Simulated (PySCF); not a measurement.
Job file and geometry (Å, from GFN2-xTB) of an NMR shielding run on SMILES [BH3-][O+](CF)C/C=C/C=O, C5H10BFO2, GIAO PBE0/pcSseg-1 NMR shielding, non-relativistic, gas phase in PySCF 2.14.0, density-fitted response routines; density fitting, a coarse starting grid and PySCF grid level 2 are the driver's defaults:

```
$ OMP_NUM_THREADS=1 python probes_run.py task.json out

{"job": {"kind": "nmr", "xc": "PBE0", "basis": "pcSseg-1"}, "charge": 0, "multiplicity": 1}
B     -2.433424     0.553786     0.905443
O     -0.985607    -0.064079     0.285579
C     -1.289245    -1.027079    -0.664932
F     -0.163152    -1.699871    -1.037234
C     -0.118741     0.969984    -0.192391
C      1.327871     0.626964    -0.079455
C      1.846141    -0.358095     0.653458
C      3.295558    -0.581596     0.686285
O      4.108170     0.062315     0.073940
H     -2.970602    -0.396833     1.357111
H     -2.991978     1.030366    -0.028546
H     -2.069890     1.334668     1.713828
H     -1.719127    -0.593278    -1.582182
H     -1.974486    -1.748029    -0.208886
H     -0.328986     1.845999     0.430950
H     -0.374861     1.227780    -1.228847
H      1.998769     1.270404    -0.634796
H      1.228151    -1.025679     1.234357
H      3.605633    -1.418477     1.339185
```

Question: Write the output of this run.

Answer: 
```
coarse grid: 15976 points
cycle   1  E = -470.7720045595  dE =  1.272e+00  |g| = 9.334e-01  |ddm| = 3.736e+00
cycle   2  E = -470.3307569347  dE =  4.412e-01  |g| = 1.761e+00  |ddm| = 3.047e+00
cycle   3  E = -470.9352993953  dE = -6.045e-01  |g| = 2.532e-01  |ddm| = 2.460e+00
cycle   4  E = -470.9473917349  dE = -1.209e-02  |g| = 9.357e-02  |ddm| = 2.756e-01
cycle   5  E = -470.9487613322  dE = -1.370e-03  |g| = 2.599e-02  |ddm| = 7.612e-02
cycle   6  E = -470.9488931919  dE = -1.319e-04  |g| = 8.099e-03  |ddm| = 2.241e-02
cycle   7  E = -470.9489062726  dE = -1.308e-05  |g| = 3.553e-03  |ddm| = 8.106e-03
cycle   8  E = -470.9489092233  dE = -2.951e-06  |g| = 8.296e-04  |ddm| = 3.445e-03
final grid: 154992 points
cycle   9  E = -471.0303440458  dE = -3.602e-05  |g| = 1.607e-02  |ddm| = 3.291e-02
cycle  10  E = -471.0302512003  dE =  9.285e-05  |g| = 2.777e-02  |ddm| = 3.254e-02
cycle  11  E = -471.0303897868  dE = -1.386e-04  |g| = 3.748e-03  |ddm| = 2.420e-02
cycle  12  E = -471.0303924019  dE = -2.615e-06  |g| = 5.705e-04  |ddm| = 3.327e-03
cycle  13  E = -471.0303924594  dE = -5.753e-08  |g| = 1.784e-04  |ddm| = 5.648e-04
cycle  14  E = -471.0303924655  dE = -6.135e-09  |g| = 7.218e-05  |ddm| = 1.943e-04
cycle  15  E = -471.0303924665  dE = -9.625e-10  |g| = 1.286e-05  |ddm| = 5.041e-05
converged SCF energy = -471.0303924665

GIAO shielding tensors (ppm)
atom      isotropic    diamagn.    paramagn.     s11        s22        s33       span
  0 B       97.926     188.234     -90.308     62.269     76.574    154.934     92.664
  1 O      268.033     402.747    -134.714    214.443    286.583    303.072     88.629
  2 C       75.532     239.465    -163.933     54.363     70.899    101.333     46.971
  3 F      333.397     476.982    -143.585    235.084    323.578    441.529    206.445
  4 C      103.989     249.429    -145.439     73.991     82.138    155.839     81.848
  5 C       38.396     260.152    -221.756    -69.578     25.654    159.113    228.691
  6 C       51.781     256.436    -204.656    -55.833     60.924    150.251    206.083
  7 C       -4.887     242.295    -247.182    -95.557    -20.126    101.023    196.580
  8 O     -333.286     400.353    -733.639   -974.350   -423.501    397.994   1372.344
  9 H       28.464      30.606      -2.142     25.412     25.947     34.032      8.621
 10 H       28.523      30.094      -1.571     24.421     26.626     34.522     10.100
 11 H       28.367      30.656      -2.290     24.891     26.120     34.089      9.198
 12 H       26.513      29.272      -2.759     22.559     26.967     30.012      7.452
 13 H       25.718      28.781      -3.063     21.006     26.859     29.289      8.283
 14 H       26.149      30.902      -4.753     21.594     26.950     29.903      8.309
 15 H       27.307      32.194      -4.887     23.349     26.599     31.973      8.624
 16 H       24.468      32.348      -7.880     22.673     24.140     26.590      3.917
 17 H       25.017      34.481      -9.464     19.783     24.871     30.399     10.616
 18 H       21.820      24.896      -3.077     19.859     21.513     24.087      4.229
```

Size and cost of the density-fitted run: 203 basis functions, 46 s wall time on 1 thread of an Intel Xeon, shared host; peak memory 0.9 GiB.
